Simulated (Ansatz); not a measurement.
The same path of C$_{2}$H$_{7}$FSi$_{2}$ (12 atoms, charge 0, multiplicity 1) was run twice with different band settings. Lost on the way: Si2–H12. Made: Si2–Si4, Si4–H12.

These are results of RKS PBE0/def2-SVP (Ansatz), not measurements.

Relaxed end points:

```xyz
12
Properties=species:S:1:pos:R:3
C -1.396 0.663 -0.529
Si 0.059 -0.488 -0.804
C 0.940 -0.851 0.839
Si 2.169 0.518 1.261
F 1.089 1.753 1.452
H -1.054 1.565 0.000
H -1.855 0.963 -1.483
H -2.168 0.175 0.086
H -0.368 -1.773 -1.444
H 1.465 -1.819 0.780
H 0.156 -0.921 1.616
H 1.041 0.158 -1.740
```

```xyz
12
Properties=species:S:1:pos:R:3
C -1.857 0.543 -0.387
Si -0.222 -0.319 -0.701
C 0.752 -0.904 0.857
Si 1.781 0.425 0.014
F 1.959 1.814 0.852
H -1.760 1.261 0.440
H -2.185 1.095 -1.281
H -2.637 -0.189 -0.125
H -0.261 -1.302 -1.824
H 1.128 -1.934 0.936
H 0.276 -0.591 1.800
H 3.103 0.046 -0.549
```

Common settings: spring 5.0 eV/Å²; optimiser quadratic models (default); start path through a guess of the saddle point; force threshold 0.05 eV/Å; iteration limit 60; end points relaxed.

| run | movable images | climbing image |
| --- | --- | --- |
| 1 | 5 | yes |
| 2 | 8 | no |

Question: What does each run give, and how far can it be trusted?

Answer: Run 1: converged after 22 iterations, highest image 1.216 eV above the first end. The profile has 2 maxima (images 1, 4) with wells between them (image 2): this band takes more than one step, which may be the mechanism or a detour left from its start path. A vibrational analysis at the climbing image gives one clearly imaginary mode, 652i cm⁻¹: a first-order saddle point.
Run 2: converged after 13 iterations, highest image 1.082 eV above the first end. No image climbed, so the highest image needn't sit at the top of the path.
The orbitals stay closed-shell, which can raise the energy where a bond breaks towards radicals; this wasn't checked here.
